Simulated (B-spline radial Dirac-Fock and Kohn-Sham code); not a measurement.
Satellites and hypersatellites of the K lines of Au⁵⁺

System: Au⁵⁺, configuration [Xe] 4f14 5d6.

Level of theory: relaxed Dirac-Fock hole states (ΔSCF) with Breit and QED corrections and a finite nucleus; a radial atomic solver. Each two-hole energy is an average over J within one jj subconfiguration, not an observable level; in light atoms, where LS coupling holds, the j-resolved values are not observed lines, and for a K spectator the Kα1 hypersatellite is nearly forbidden. Correlation and solid-state effects are left out.

Lines without a spectator: Kα2 (K-L2) 66985.5 eV, Kα1 (K-L3) 68800.2 eV, Kβ3 (K-M2) 77565.3 eV, Kβ1 (K-M3) 77970.2 eV. Shifts in eV with one spectator hole (a dash: not computed, or left out as unreliable):

```tsv
spectator hole	Kα2	Kα1	Kβ3	Kβ1
K (1s)	+1085.1	+1180.1	+1408.6	+1430.9
L2 (2p1/2)	+142.2	+195.1	–	+361.6
L3 (2p3/2)	+100.1	+112.7	+260.1	–
M2 (3p1/2)	–	+31.6	+58.7	+69.8
M3 (3p3/2)	+15.81	–	+47.5	+48.6
M4 (3d3/2)	+5.19	+1.88	–	–
M5 (3d5/2)	-0.57	+3.92	–	–
```
